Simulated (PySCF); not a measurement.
## Checking a proposed structure

A compound C6H9FSi gives the data below (simulated from a calculation) and was assigned the structure `FCC#CC1C[SiH2]C1`.

$^{13}$C{$^{1}$H} NMR (computed): δ 116.1 (C), 88.2 (CH), 83.7 (C), 28.3 (CH2, 2C), 6.0 (CH3).

$^{1}$H NMR (300 MHz, computed): δ 5.18 (m, 1H), 4.64 (m, 1H), 2.13 (s, 3H), 2.08 (m, 2H), 2.07 (m, 2H).

PySCF calculation with geometry from GFN2-xTB and GIAO PBE0/pcSseg-1 shieldings; non-relativistic, in vacuum, single conformer, rapidly exchanging positions averaged.

Scale: $^{1}$H (31.72 ppm) and $^{13}$C (186.93 ppm) against TMS (reference shieldings calculated alike).

(1) Compare with the shifts computed for the proposed structure, pairing carbons in order of shift.

(2) Which isomer fits?

Answers

(1) Mapped SMILES: `[F:1][CH2:2][C:3]#[C:4][CH:5]1[CH2:6][SiH2:7][CH2:8]1`. Each H is labelled by its parent atom.

| atom | computed for proposal | given list | difference |
| --- | --- | --- | --- |
| C4 | 105.5 | 116.1 | -10.6 |
| C3 | 83.9 | 88.2 | -4.3 |
| C2 | 74.1 | 83.7 | -9.6 |
| C5 | 24.6 | 28.3 | -3.7 |
| C6 | 19.9 | 28.3 | -8.4 |
| C8 | 19.9 | 6.0 | +13.9 |

The rms difference is 9.1 ppm and the largest +13.9 ppm at C8 (sp3 CH2 bonded to Si). The carbon types in order of shift don't match either: C, C, CH2, CH, CH2, CH2 for the proposal against C, CH, C, CH2, CH2, CH3 in the data. The proposal doesn't fit.

(2) `CC#C[Si@H]1C[C@@H](F)C1`.

Carbon types of the structure: 2 × C, 1 × CH, 2 × CH2, 1 × CH3, leaving 1 H on heteroatoms. δC 116.1, 83.7: alkyne carbon. δC 88.2: sp3 CH bonded to F; pulled downfield by the heteroatom. δC 6.0: propargylic methyl carbon; saturated and bonded to C and H only. δH 5.18: hydrogen on an sp3 CH bonded to F; its carbon carries F, an electronegative neighbour.

This is the structure that produced the data.

Splittings by $^{19}$F in the carbon and heteronuclear signals aren't shown, as no couplings were computed. Shifts are as computed. Against solution values, carbons near 30 ppm lie about +3 ppm off and those near 130 ppm about +5 ppm. Of 1309 compounds with measured shifts, 239 miss one by over three times the rms of a fit or turn the order of signals round; such compounds aren't used in these exercises. No couplings were computed; multiplicities are counted from neighbouring protons, with m where these are inequivalent, close in shift, in a saturated or five-membered ring or joined by F or P, and br s for small geminal =CH2 splittings.
